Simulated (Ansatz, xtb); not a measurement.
C4H5F2NO: which of two isomers lies lower

We compare I, `NC(=O)[C@H](F)/C=C/F`, a singlet, with II, `O=CN/C=C\C(F)F`, a singlet. Both are isolated molecules in the gas phase, relaxed with PBE0-D3(BJ)/def2-SVP; each stands in its lowest conformer found.

Q: Which of the two would you expect CCSD(T)/def2-SVP + ΔMP2/def2-TZVPP electronic energies to favour?

A: Structure II; the calculation gives E(II) − E(I) = −2.8 kcal/mol.

The same difference at several levels:

```csv
level,geometry,E(II) − E(I) (kcal/mol),departure from the last row (kcal/mol),"job, with rough time for the two"
PBE0-D3(BJ)/def2-SVP,PBE0-D3(BJ)/def2-SVP,−4.8,−2.0,"optimisation, 95 s"
HF/def2-SVP,PBE0-D3(BJ)/def2-SVP,−5.1,−2.3,part of the CCSD(T) run
MP2/def2-SVP,PBE0-D3(BJ)/def2-SVP,−4.6,−1.8,part of the CCSD(T) run
CCSD(T)/def2-SVP,PBE0-D3(BJ)/def2-SVP,−4.4,−1.7,single point
CCSD(T)/def2-SVP + ΔMP2/def2-TZVPP,PBE0-D3(BJ)/def2-SVP,−2.8,,"single point, 91 s"
```

As drawn, II has 1 C–N, 1 C–H in place of 1 C–C, 1 N–H.

None of the levels shown reverses the order. The largest departure from CCSD(T)/def2-SVP + ΔMP2/def2-TZVPP is that of HF/def2-SVP, 2.3 kcal/mol. Levels run at GFN2-xTB geometries aren't shown. The last row adds to CCSD(T) the change of the MP2 difference between the two basis sets, here +1.7 kcal/mol.

With thermal terms from frequencies at re-optimised GFN2-xTB minima (ideal gas, soft modes damped towards free rotors, one conformer each, 298.15 K, 1 atm): the zero-point term adds +0.5 kcal/mol; ΔH is −2.6 and ΔG −2.2 kcal/mol.

The correlated steps freeze 8 core orbitals. Mirror images aren't counted in ΔG. Programs: Ansatz 0.2.0, xtb 6.7.1; the last row on 4 threads of Arm Neoverse V1 on a shared host.
